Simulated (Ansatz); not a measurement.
`[OH][SnH]([Cl])[Br]` + `C[SiH](Br)Br` → `[OH][SnH]([Br])[Br]` + `C[SiH](Cl)Br` at 400 K and 1 bar (redistribution).

Isolated molecules relaxed with PBE0-D4/def2-TZVP in Ansatz; ΔE leaves out vibrations. CCSD(T)/CBS is the MP2 limit (def2-TZVPP, def2-QZVPP) plus CCSD(T) − MP2 in def2-TZVPP, frozen cores. Elements past krypton have def2 core potentials. For Br, Sn outer-core shells are correlated without core-valence functions, which leaves a few kJ/mol of doubt a bond. Scalar relativity is left out up to krypton. Each species was taken in one conformer, which may not be the lowest.

```json
{"species": "`[OH][SnH]([Cl])[Br]`", "CCSD(T)/CBS energy (Eh)": "-3323.61080", "H − E (kJ/mol)": "88.7", "S (J/(mol·K))": "396.1"}
{"species": "`C[SiH](Br)Br`", "CCSD(T)/CBS energy (Eh)": "-5476.28894", "H − E (kJ/mol)": "155.8", "S (J/(mol·K))": "382.2"}
{"species": "`[OH][SnH]([Br])[Br]`", "CCSD(T)/CBS energy (Eh)": "-5437.15470", "H − E (kJ/mol)": "88.3", "S (J/(mol·K))": "407.9"}
{"species": "`C[SiH](Cl)Br`", "CCSD(T)/CBS energy (Eh)": "-3362.75163", "H − E (kJ/mol)": "156.4", "S (J/(mol·K))": "370.1"}
```

H − E and S are ideal-gas, rigid-rotor, harmonic terms from PBE0-D4/def2-TZVP, for one conformer and one mirror image of each species. 1 Eh = 2625.50 kJ/mol, R = 8.31446 J/(mol·K).

Problem. By hand: ΔE, ΔH, ΔS and ΔG.

Solution. ΔE = (-5437.15470) + (-3362.75163) − (-3323.61080) − (-5476.28894) = -0.00659 Eh = -17.3 kJ/mol. Δ(H − E) = 88.3 + 156.4 − 88.7 − 155.8 = 0.2, so ΔH = -17.1 kJ/mol. ΔS = 407.9 + 370.1 − 396.1 − 382.2 = -0.3 J/(mol·K). ΔG = -17.1 − 400 × (-0.3)/1000 = -17.0 kJ/mol.

Problem. By hand: the equilibrium constant, and the temperature at which ΔG would vanish if ΔH and ΔS stayed fixed.

Solution. log₁₀ K = −ΔG/(RT ln 10) = 2.2. ΔG = 0 at ΔH/ΔS = 57000 K, far beyond where these terms or the molecules hold.

The number of gas molecules stays the same, so ΔS is small and ΔH decides. A doubt of 5 kJ/mol in ΔE shifts log₁₀ K by 0.7 here. Other conformers and mirror images would add mixing entropy, several J/(mol·K) or more a flexible species. These are equilibria of isolated gas molecules and say nothing of rates. Largest T1 diagnostic: 0.011 (customary marks: 0.02 for closed shells, 0.045 for open ones).
